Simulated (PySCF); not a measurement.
Ga(Me)2(Cl) (C2H6ClGa), SMILES [CH3][Ga]([Cl])[CH3].

Geometry optimised at B3LYP-D3(BJ)/def2-SVP. The isomer is the one that the SMILES or the coordinates give; other isomers of the formula were not compared.

These are TDDFT-B3LYP/def2-SVPD (PySCF) values and carry that method's errors.

Vertical excitations.  State labels are in the subgroup C2.

| state | symmetry | energy (eV) | λ (nm) | f | main pairs |
|---|---|---|---|---|---|
| S1 | A | 5.24 | 237 | 0.000 | HOMO→LUMO 100 % |
| S2 | B | 6.28 | 198 | 0.174 | HOMO→LUMO+1 98 % |
| S3 | A | 6.35 | 195 | 0.000 | HOMO−2→LUMO 99 % |
| S4 | A | 6.41 | 193 | 0.031 | HOMO−1→LUMO 95 % |
| S5 | B | 6.52 | 190 | 0.003 | HOMO−3→LUMO 99 % |
| S6 | B | 6.93 | 179 | 0.035 | HOMO−1→LUMO+1 96 % |
| S7 | B | 7.15 | 173 | 0.019 | HOMO−2→LUMO+1 79 %, HOMO→LUMO+2 19 % |
| S8 | A | 7.47 | 166 | 0.158 | HOMO−3→LUMO+1 95 % |
| S9 | B | 7.54 | 164 | 0.035 | HOMO→LUMO+2 78 %, HOMO−2→LUMO+1 18 % |
| S10 | A | 7.84 | 158 | 0.008 | HOMO→LUMO+3 97 % |
| T1 | A | 5.02 | 247 | 0 | HOMO→LUMO 98 % |
| T2 | B | 5.73 | 217 | 0 | HOMO→LUMO+1 90 % |
| T3 | A | 5.86 | 211 | 0 | HOMO−1→LUMO 99 % |
| T4 | A | 6.15 | 202 | 0 | HOMO−2→LUMO 97 % |
Triplets are in the Tamm–Dancoff approximation, which puts them higher than full response would, so one can lie above its singlet here.
